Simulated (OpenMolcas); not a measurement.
Ne⁺: from CASSCF to CASPT2

```
Program             : OpenMolcas 26.06
Basis               : ANO-RCC-VQZP [5s4p3d2f1g]
Scalar Hamiltonian  : DKH2, point nucleus
Active space        : 7 electrons in 4 orbitals (2s 2p)
State averaging     : 2S+1 = 2 odd, 3 roots; 2S+1 = 2 even, 1 root
Spin-orbit coupling : state interaction with AMFI integrals over the reference wave functions, term energies averaged over their components
```

Methods on the same reference wave functions:
A. CASSCF
B. SS-CASPT2, IPEA 0.25 Eh, imaginary shift 0.1 Eh (closed shells correlated: 1s)

Energies in eV above 2s² 2p⁵ ²P°_3/2, the measured ground level; measured values from NIST Handbook of Basic Atomic Spectroscopic Data.

| Level | A | B | Measured |
| --- | --- | --- | --- |
| 2s² 2p⁵ ²P°_3/2 | 0.0000 | 0.0000 | 0.0000 |
| 2s² 2p⁵ ²P°_1/2 | 0.0966 | 0.0966 | 0.0967 |
| 2s 2p⁶ ²S_1/2 | 29.6521 | 27.405 | 26.9105 |

Deviations, from unrounded energies. A percentage is the sum of absolute deviations over the sum of measured energies, with the sign that they share, or ± where signs differ.

```json
{"Against measurement": "mean absolute deviation (cm-1)", "Levels": "2", "A": "11000", "B": "2000"}
{"Against measurement": "fine structure of the ground term (%)", "Levels": "1", "A": "-0.2", "B": "-0.2"}
{"Against measurement": "other configurations (%)", "Levels": "1", "A": "+10.2", "B": "+1.8"}
```

B lies closest to measurement on these levels. The largest miss of B in the table is 2s 2p⁶ ²S_1/2, by +4000 cm-1. The ranking rests on the paired levels alone, and a cruder setting can come out closer through cancelling errors.

The lowest spin-free term lies below A's lowest term by 0.252 hartree in B.

Without dynamic correlation excited terms often stand tens of per cent too high (terms of higher spin than the ground term too low), and those without a measured partner can miss by more than the paired ones (holds for A). Measured partners are found by configuration, term and J. A level has none where our copy of the source lacks it or the pairing is in doubt (some pairs that miss far off the trend of their configuration count as doubtful), and it then counts in no deviation. Levels of configurations outside the active space are missing.

° marks odd parity.
